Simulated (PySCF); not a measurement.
SMILES c1(ccc(cc1)O)C(=O)C (C₈H₈O₂), GFN2-xTB optimised geometry.

```
18

C     -2.51    -1.91    -0.01
C     -1.00    -1.93     0.00
O     -0.38    -2.97     0.00
C     -0.31    -0.62     0.00
C     -0.97     0.61     0.00
C     -0.27     1.79     0.00
C      1.13     1.78     0.00
O      1.78     2.97     0.00
C      1.80     0.56     0.00
C      1.09    -0.62     0.00
H     -2.88    -2.93    -0.02
H     -2.87    -1.39    -0.89
H     -2.88    -1.40     0.87
H     -2.05     0.65     0.00
H     -0.77     2.75     0.00
H      2.73     2.82     0.00
H      2.88     0.55     0.00
H      1.60    -1.57     0.00
```

Density from CAM-B3LYP/def2-SVP in PySCF 2.14.0 at that geometry.

Minimum of the electron density along straight lines between bonded atoms, close to the bond critical point (lines longer than 1.1 times the sum of covalent radii, or with two minima, are not listed):

```csv
bond,length / Å,ρ at the minimum / e bohr⁻³,∇²ρ there / e bohr⁻⁵,position (fraction from the first atom)
C1–C2,1.510,0.259,-0.63,0.49
C2–O3,1.212,0.408,0.30,0.33
C2–C4,1.481,0.272,-0.68,0.51
C4–C5,1.396,0.307,-0.78,0.49
C5–C6,1.378,0.317,-0.82,0.50
C6–C7,1.394,0.313,-0.83,0.48
C7–O8,1.354,0.292,-0.34,0.33
C7–C9,1.392,0.313,-0.82,0.52
C4–C10,1.396,0.308,-0.79,0.50
C9–C10,1.377,0.317,-0.82,0.50
C1–H11,1.087,0.278,-1.06,0.64
C1–H12,1.088,0.275,-1.01,0.63
C1–H13,1.088,0.275,-1.01,0.63
C5–H14,1.078,0.286,-1.11,0.64
C6–H15,1.078,0.284,-1.10,0.64
O8–H16,0.965,0.353,-2.32,0.81
C9–H17,1.082,0.280,-1.05,0.63
C10–H18,1.080,0.287,-1.15,0.65
```
